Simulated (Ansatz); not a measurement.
Geometry optimisation, Ansatz 0.2.0, RKS PBE-D4/STO-3G.

input.yaml

```yaml
crystal:
  periodic: [false, false, false]
  atoms:
    - { symbol: F, position_ang: [-0.3785, -1.5388, 0.7564] }
    - { symbol: Si, position_ang: [0.4184, -0.3291, 0.0497] }
    - { symbol: F, position_ang: [0.4819, -0.6109, -1.5365] }
    - { symbol: S, position_ang: [-0.5336, 1.5332, 0.338] }
    - { symbol: H, position_ang: [1.7832, -0.2659, 0.6236] }
    - { symbol: H, position_ang: [-1.7293, 1.1475, -0.2774] }
basis:
  gaussian: { orbitals: STO-3G }
hamiltonian:
  xc: pbe
  dispersion: d4
relax:
  f_tol: 0.015
  max_steps: 40
```

Command:

```bash
$ ansatz run input.yaml --threads 1 --pin off --max-ram 2048MiB --backend cpu --events-out ev --progress --plain --runs-dir out
```

Where does it end, and by what steps?

The run converged. Limits of this set-up: minimal basis. After 6 steps the energy has fallen by 0.111 eV; F3 moved furthest, 0.10 Å.

| step | energy less start (eV) | largest force component (eV/Å) | accepted |
| --- | --- | --- | --- |
| 0 | 0.0000 | 1.402 | yes |
| 1 | -0.0713 | 1.057 | yes |
| 2 | -0.1040 | 0.500 | yes |
| 3 | -0.1091 | 0.194 | yes |
| 4 | -0.1113 | 0.031 | yes |
| 5 | -0.1113 | 0.017 | yes |
| 6 | -0.1113 | 0.001 | yes |

```xyz
6
Properties=species:S:1:pos:R:3
F -0.402 -1.572 0.726
Si 0.423 -0.310 0.044
F 0.511 -0.700 -1.561
S -0.552 1.567 0.370
H 1.771 -0.217 0.619
H -1.708 1.167 -0.244
```

The run took 9.1 s on 1 thread of Arm Neoverse V2 (shared host), peak memory 0.12 GiB.
